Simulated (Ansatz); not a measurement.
Hf₇, relaxed as a singlet with RKS PBE-D4/def2-SVP in Ansatz, starting from the GFN1-xTB geometry. Force threshold 0.02 eV/Å.

In the def2 sets Hf takes a core potential; there is no spin–orbit coupling. The restricted singlet is unstable towards broken spin symmetry in Hartree–Fock (as tested in another run); at PBE-D4/def2-SVP this wasn't settled. Another isomer (singlet) lies 1.54 eV lower at PBE0-D4/def2-TZVP; other spin states weren't run for this one.

Start:

Cartesian coordinates in Å:
```
Hf -2.980 -0.287 -0.639
Hf -0.607 0.504 -2.340
Hf 3.005 1.255 0.778
Hf 2.020 1.816 -1.874
Hf -0.522 -1.997 -0.246
Hf -1.960 -0.810 2.135
Hf 1.046 -0.480 2.186
```

| step | energy (eV) | largest force component (eV/Å) | SCF passes |
| --- | --- | --- | --- |
| 1 | -9135.2174 | 2.074 | 102 |
| 2 | -9136.4995 | 0.707 | 63 |
| 3 | -9136.7530 | 0.423 | 59 |
| 4 | -9137.0997 | 1.110 | 78 |
| 5 | -9137.5911 | 1.731 | 72 |
| 6 | -9138.1325 | 1.644 | 56 |
| 7 | -9138.5602 | 0.729 | 56 |
| 8 | -9138.9105 | 0.894 | 52 |
| 9 | -9139.3868 | 1.213 | 54 |
| 10 | -9139.9071 | 1.313 | 57 |
| 11 | -9140.3972 | 1.158 | 55 |
| 12 | -9140.8259 | 0.862 | 51 |
| 13 | -9141.1787 | 0.606 | 53 |
| 14 | -9141.4795 | 0.411 | 56 |
| 15 | -9141.7121 | 0.390 | 56 |
| 16 | -9141.9316 | 0.451 | 55 |
| 17 | -9142.1305 | 0.543 | 63 |
| 18 | -9142.2726 | 0.373 | 65 |
| 19 | -9142.3732 | 0.284 | 67 |
| 20 | -9142.3874 | 0.327 | 73 |
| 21 | -9142.3886 | 0.198 | 56 |
| 22 | -9142.4073 | 0.098 | 56 |
| 23 | -9142.4084 | 0.073 | 49 |
| 24 (rejected) | -9142.4077 | 0.085 | 48 |
| 25 | -9142.4088 | 0.011 | 50 |

Force components are those of the run's own axes.

End:

| atom | x (Å) | y (Å) | z (Å) |
| --- | --- | --- | --- |
| Hf1 | -2.686 | -1.476 | -0.751 |
| Hf2 | -1.213 | 0.555 | -1.930 |
| Hf3 | 3.146 | 0.000 | 0.245 |
| Hf4 | 0.862 | 1.661 | -0.146 |
| Hf5 | 0.368 | -1.182 | -0.404 |
| Hf6 | -1.551 | 0.550 | 0.903 |
| Hf7 | 1.074 | -0.107 | 2.083 |

Bonds formed: Hf2–Hf6, Hf3–Hf5, Hf4–Hf5, Hf4–Hf6, Hf4–Hf7 (atoms count from 1).

No frequencies were taken in this run, so the end may be a saddle point.

Run time 9.8 min (4 threads of Intel Xeon on a shared host).
